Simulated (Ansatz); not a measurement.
System: H2BSO, charge 0, doublet. H2BSO (SMILES S[B]O, doublet).
B3LYP-D3(BJ)/def2-TZVP minimum from Ansatz (an electronic-structure program):
```xyz
5

B      0.0079    -0.2482     0.7673
O      1.1800    -0.9004     0.8257
H      1.3878    -1.2851     1.6828
S     -0.5716     0.5455    -0.7439
H     -1.7210     1.0011    -0.2227
```
Charge 0, spin multiplicity 2.

Total energies in aug-cc-pV(D+d)Z, 17 correlated electrons, 7 frozen orbitals. UHF or UKS for unpaired electrons; spin-orbit terms are left out. Cores are frozen in correlated methods. No relativity.

```tsv
method	program	energy (Eh)	minus CCSDT(Q) (mEh)
HF	Ansatz	-498.28721	451.47
MP2	Ansatz	-498.69392	44.77
CCSD	Ansatz	-498.72151	17.17
CCSD(T)	Ansatz	-498.73646	2.22
CCSDT(Q)	Ansatz	-498.73869	0.00
```

Rough core times of Ansatz's runs on a shared machine: CCSD(T) 20 s, CCSDT(Q) 50 min.
